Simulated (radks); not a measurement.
Values are calculated unless marked as measured or tabulated.
The antimony anion Sb3-, [Xe], held by a Watson sphere: a shell of charge +4.44 at radius R that stands for the Madelung well of a crystal (potential energy -4.44/R inside, -4.44/r outside, in hartree with lengths in bohr). Level of theory: scalar-relativistic Kohn-Sham, LDA (Slater exchange, Perdew-Wang correlation), spin-unpolarised, spherical densities, finite nucleus; Fermi nuclear charge, rms radius of each element as measured or else 0.836 A^(1/3) + 0.57 fm (a radial shooting solver on a logarithmic mesh with Libxc functionals). Response by self-consistent Sternheimer equations with the Hartree and adiabatic LDA kernel, the relativistic mass of each level held fixed and spin-orbit coupling left out. The sphere does not respond.

R (bohr)  e(4d) (eV)  e(5s) (eV)  e(5p) (eV)  <r> 5p (bohr)  sum of <r^2> (bohr^2)  X-ray form factor at sin(theta)/lambda = 0.3 1/angstrom  alpha (bohr^3)
3.23         -41.368     -23.320     -15.975          2.863                  89.09                                                   35.267           48.45
3.24         -41.329     -23.271     -15.936          2.867                  89.27                                                   35.269           48.78
3.78         -39.553     -20.917     -13.976          3.085                  99.14                                                   35.364           69.73
3.82         -39.441     -20.764     -13.842          3.100                  99.87                                                   35.369           71.56
3.93         -39.144     -20.358     -13.483          3.143                  101.9                                                   35.381           76.82
5.28         -36.413     -16.703      -9.985          3.634                  127.5                                                   35.429           174.4
